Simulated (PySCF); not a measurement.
**Steps of a relaxation of [Tl(H2O)4]3+**

[Tl(H2O)4]3+ (singlet). PySCF 2.14.0, RKS PBE0, Tl def2-SVP with ECP60, O def2-SVP, H def2-SVP; non-relativistic Hamiltonian with scalar-relativistic core potentials where named; density fitting; no spin-orbit coupling. Origin of the start: displaced along the imaginary mode. Columns: position (Å) and force (eV/Å). Energies are counted from the last step; some of the 21 steps are shown. Forces carry noise of the integration grid, about 0.01 to 0.03 eV/Å.

Run from Python with OMP_NUM_THREADS=2. Where DIIS fails, smearing, a level shift and second-order steps follow.
It took 3.3 min on 2 threads of Intel(R) Xeon(R) Platinum 8259CL CPU @ 2.50GHz (Skylake/Cascade Lake) (shared host), from the converged density of the start.

```xyz
13
step 0  E = 0.208 eV
Tl    0.0000    0.0000    0.0000     0.00    0.00    0.00
O     1.2384    1.2812    1.2781     0.84    0.61    0.51
H     1.8524    0.9269    2.0056    -0.70    0.67   -0.94
H     1.4446    2.2548    1.0740    -0.12   -1.27    0.43
O    -1.2384   -1.2781    1.2812    -0.84   -0.51    0.61
H    -1.4446   -1.0740    2.2548     0.12   -0.43   -1.27
H    -1.8524   -2.0056    0.9269     0.70    0.94    0.67
O     1.2384   -1.2812   -1.2781     0.84   -0.61   -0.51
H     1.4446   -2.2548   -1.0740    -0.12    1.27   -0.43
H     1.8524   -0.9269   -2.0056    -0.70   -0.67    0.94
O    -1.2384    1.2781   -1.2812    -0.84    0.51   -0.61
H    -1.8524    2.0056   -0.9269     0.70   -0.94   -0.67
H    -1.4446    1.0740   -2.2548     0.12    0.43    1.27
```

```xyz
13
step 7  E = 0.009 eV
Tl    0.0000    0.0000    0.0000     0.00    0.00    0.00
O     1.2597    1.2778    1.2540     0.06    0.05    0.04
H     1.9435    0.9566    1.8879    -0.05    0.04   -0.05
H     1.3446    2.2563    1.1635     0.00   -0.07    0.02
O    -1.2597   -1.2540    1.2778    -0.06   -0.04    0.05
H    -1.3446   -1.1635    2.2563     0.00   -0.02   -0.07
H    -1.9435   -1.8879    0.9566     0.05    0.05    0.04
O     1.2597   -1.2778   -1.2540     0.06   -0.05   -0.04
H     1.3446   -2.2563   -1.1635     0.00    0.07   -0.02
H     1.9435   -0.9566   -1.8879    -0.05   -0.04    0.05
O    -1.2597    1.2540   -1.2778    -0.06    0.04   -0.05
H    -1.9435    1.8879   -0.9566     0.05   -0.05   -0.04
H    -1.3446    1.1635   -2.2563     0.00    0.02    0.07
```

```xyz
13
step 13  E = 0.001 eV
Tl    0.0000    0.0000    0.0000     0.00    0.00    0.00
O     1.2857    1.2788    1.2258     0.02    0.04    0.01
H     2.0618    0.9734    1.7497    -0.02    0.01   -0.01
H     1.2491    2.2632    1.2559     0.00   -0.04    0.01
O    -1.2857   -1.2258    1.2788    -0.02   -0.01    0.04
H    -1.2491   -1.2559    2.2632     0.00   -0.01   -0.04
H    -2.0618   -1.7497    0.9734     0.02    0.01    0.01
O     1.2857   -1.2788   -1.2258     0.02   -0.04   -0.01
H     1.2491   -2.2632   -1.2559     0.00    0.04   -0.01
H     2.0618   -0.9734   -1.7497    -0.02   -0.01    0.01
O    -1.2857    1.2258   -1.2788    -0.02    0.01   -0.04
H    -2.0618    1.7497   -0.9734     0.02   -0.01   -0.01
H    -1.2491    1.2559   -2.2632     0.00    0.01    0.04
```

Problem. Where does the relaxation end?

Solution. It converges at step 20 in S4:
```xyz
13
step 20  E = 0
Tl    0.0002    0.0000    0.0000
O     1.2750    1.2922    1.2237
H     2.0745    1.0060    1.7208
H     1.1836    2.2693    1.3053
O    -1.2744   -1.2240    1.2923
H    -1.1832   -1.3052    2.2692
H    -2.0756   -1.7195    1.0057
O     1.2750   -1.2922   -1.2237
H     1.1836   -2.2693   -1.3053
H     2.0745   -1.0060   -1.7208
O    -1.2744    1.2240   -1.2923
H    -2.0756    1.7195   -1.0057
H    -1.1832    1.3052   -2.2692
```

Problem. How did the contacts change?

Solution. 
```csv
contact,start (Å),end (Å)
Tl1–O2 (H2O),2.193,2.189
Tl1–O5 (H2O),2.193,2.189
Tl1–O8 (H2O),2.193,2.189
Tl1–O11 (H2O),2.193,2.189
```


No frequency check is given that shows the relaxed geometry to be a minimum.
